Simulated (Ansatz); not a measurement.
C3H8AlCl from Hartree–Fock to CCSD(T)

Cartesian coordinates in Å:
```
C 0.4643 1.4100 -0.2766
C -0.0434 0.0309 0.0276
C 0.2478 -0.4315 1.4254
Al -0.4946 -1.2461 -1.4106
Cl -1.9898 0.1044 -0.1404
H 0.1571 1.7591 -1.2632
H 1.5590 1.3646 -0.2672
H 0.1561 2.1465 0.4735
H 1.3331 -0.5567 1.5087
H -0.2136 -1.3937 1.6508
H -0.0614 0.2975 2.1825
H -0.6776 -2.7676 -1.0070
H -0.4370 -0.7175 -2.9034
```

Charge 0, multiplicity 1. The bonds changed during the relaxation, so this is another structure than the one it started from. All single points use the PBE0-D4/def2-TZVP geometry. Frozen core, restricted reference, Ansatz 0.2.0. CBS rows extrapolate triple and quadruple zeta; past MP2 they add the triple-zeta difference.

```csv
basis,HF (Eh),MP2 corr.
def2-TZVPP,-819.73571,-0.80101
def2-QZVPP,-819.76115,-0.85967
```

(1) Estimate the CCSD correlation energy and the (T) correction in each basis where they were run (hartree).

## Answers

(1) 
```csv
basis,CCSD corr.,(T)
def2-TZVPP,-0.86183,-0.03597
CBS(def2),-0.96394,as TZ
```
